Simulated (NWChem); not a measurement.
# tin monoxide (SnO, singlet); SMILES [O]=[Sn]

Computed with NWChem. Low-valent species are run as closed-shell singlets; no triplet was tried in these runs. All runs use the structure optimised with PBE0-D3(BJ)/def2-TZVP. def2 effective core potentials on Sn; no spin-orbit coupling. Ions are spin-unrestricted doublets at the neutral geometry; other ion states weren't tried.

Task: Estimate the computed values for PBE/def2-QZVP. Quantities: vertical ionisation energy, ΔSCF (eV); −ε(HOMO) (eV).

Result: 
```yaml
vertical ionisation energy, ΔSCF (eV): 9.94
"−ε(HOMO) (eV)": 6.47
```
